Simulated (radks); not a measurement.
The numbers below are computed, except where a source is named.
Coulomb parameter of the 5d shell of the iridium ion Ir2+ in the model configuration [Xe] 4f14 5d5.5 6p1.5, as a second difference U = [E(n + 1) + E(n - 1) - 2 E(n)] / (1)^2 with all orbitals relaxed. "Bare": the charge of the atom changes with n. "Screened": the 6p shell takes up the change at fixed total charge, which measures U(5d,5d) + U(6p,6p) - 2 U(5d,6p). Code: a radial shooting solver on a logarithmic mesh with Libxc functionals. Model: scalar-relativistic Kohn-Sham, PBE, spin-unpolarised, spherical densities, finite nucleus; Fermi nuclear charge, rms radius 5.4032 fm.

\begin{tabular}{lrr}
case & configuration & E - E(n) (eV) \\ \hline
start & [Xe] 4f14 5d5.5 6p1.5 & 0.000 \\
bare +1 & [Xe] 4f14 5d6.5 6p1.5 & -24.253 \\
bare -1 & [Xe] 4f14 5d4.5 6p1.5 & 36.425 \\
screened +1 & [Xe] 4f14 5d6.5 6p0.5 & -12.501 \\
screened -1 & [Xe] 4f14 5d4.5 6p2.5 & 14.747 \\
\end{tabular}

U(bare) = 12.172 eV, U(screened by 6p) = 2.246 eV, against the Slater integral F0(5d,5d) = 15.930 eV with frozen orbitals.
